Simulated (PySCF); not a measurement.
## Polarisability and C₆ of Tl (thallium, neutral)

[Xe] 4f14 5d10 6s2 6p1, 2P determinant. Computed with PySCF 2.14 in aug-cc-pVTZ-DK3 (9s8p6d3f, 84 functions), with the spin-free X2C one-electron Hamiltonian (Gaussian nucleus). Coupled (time-dependent) response in atomic units; α is the mean over directions.

```
method  mean α (bohr³)         α xx, yy, zz  C₆ (like pair)  S(−4)
  MN15           72.93  54.50, 109.8, 54.50           755.0   3756
```

S(−4) is the Cauchy moment in α(ω) = α(0) + S(−4) ω² + …

Reference α: 50 ± 2 bohr³ (recommended; Schwerdtfeger and Nagle, table of static dipole polarizabilities (2023 update)). Published C₆: 509.0 (Gould and Bucko (2016)).

Spin-orbit coupling is absent.

α(iu) at MN15:

| u (hartree) | α(iu) (bohr³) |
| --- | --- |
| 0 | 72.93 |
| 0.0500 | 65.13 |
| 0.100 | 51.66 |
| 0.200 | 32.85 |
| 0.300 | 22.93 |
| 0.500 | 13.49 |
| 0.750 | 8.492 |
| 1.00 | 6.007 |
| 1.50 | 3.555 |
| 2.00 | 2.357 |
| 3.00 | 1.239 |
| 5.00 | 0.5044 |

A single London oscillator, α(iu) = α/(1 + u²/ω²), gives C₆ = (3/4) ω α². Matching the computed C₆ needs ω = 4 × 755.0 / (3 × 72.93²) = 0.189 hartree.

The components differ because the open shell of this determinant is not spherical; for a pure term their mean is the scalar polarisability.

Spin-orbit coupling, absent here, splits the open shell strongly.
